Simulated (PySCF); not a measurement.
Compound: [(F)3Hf]2NH (singlet state).
Cartesian coordinates in Å at the PBE0-D3(BJ)/def2-SVP level; atoms count from 1:
```
atom  x, y, z in Å
Hf1    0.9189    1.2512    1.0262
F2     2.4902    0.2154    0.7023
F3     1.0806    3.0919    0.5437
F4     0.3409    1.1215    2.8445
N5    -0.5084    0.4338   -0.1790
Hf6   -0.6996   -1.4381   -0.9594
F7    -2.5625   -1.8611   -0.9811
F8    -0.0266   -1.4353   -2.7491
F9     0.3543   -2.5364    0.1942
H10   -1.2632    1.0803   -0.4378
```

Method used: PySCF 2.14.0, density-fitted response routines, TDDFT CAM-B3LYP/def2-SVPD, vertical, gas phase, core orbitals frozen in the response, def2 core potentials past Kr. Spin–orbit coupling is left out.

Ground-to-excited transition dipoles (e·a0, same axes as the geometry; the sign carries no meaning), for the states with f of 0.002 or more among the lowest 8:

| state | E (hartree) | μx | μy | μz |
| --- | --- | --- | --- | --- |
| S1 | 0.2256 | 0.082 | 0.043 | -0.129 |
| S2 | 0.2455 | 0.027 | -0.203 | -0.470 |
| S3 | 0.2464 | 0.035 | 0.155 | 0.438 |
| S4 | 0.2528 | 0.400 | 0.533 | 0.175 |
| S5 | 0.2809 | 0.063 | 0.018 | -0.169 |
| S7 | 0.2858 | -0.187 | 0.100 | -0.072 |
| S8 | 0.2877 | -0.321 | -0.530 | -0.313 |

Question: Work out the oscillator strengths.

Answer: f = (2/3) ΔE |μ|² with ΔE in hartree (27.2114 eV).

```tsv
state	|μ|² (au)	|μ| (D)	f
S1	0.025	0.40	0.004
S2	0.263	1.30	0.043
S3	0.217	1.18	0.036
S4	0.475	1.75	0.080
S5	0.033	0.46	0.006
S7	0.050	0.57	0.010
S8	0.482	1.77	0.092
```

Question: What angle do the transition dipoles of S2 and S4 make?

Answer: |cos θ| = |μa·μb| / (|μa| |μb|) = 0.51, so θ ≈ 59° (taken between 0 and 90°, since the signs are arbitrary).

Question: How is the summed strength of these states shared among x, y and z?

Answer: (2/3) Σ ΔE μα² gives 0.056 for x, 0.115 for y and 0.101 for z, 0.271 in all.

Question: What peak molar absorption coefficient would the strongest computed level give as a lone Gaussian band 0.5 eV wide at half height?

Answer: ε(max) = 2.175×10⁸ f / FWHM, with the width in cm⁻¹. S8: 2.175×10⁸ × 0.0925 / 4033 ≈ 5000 L mol⁻¹ cm⁻¹.

All these states lie below the vertical ionisation energy of 11.12 eV (ΔSCF).
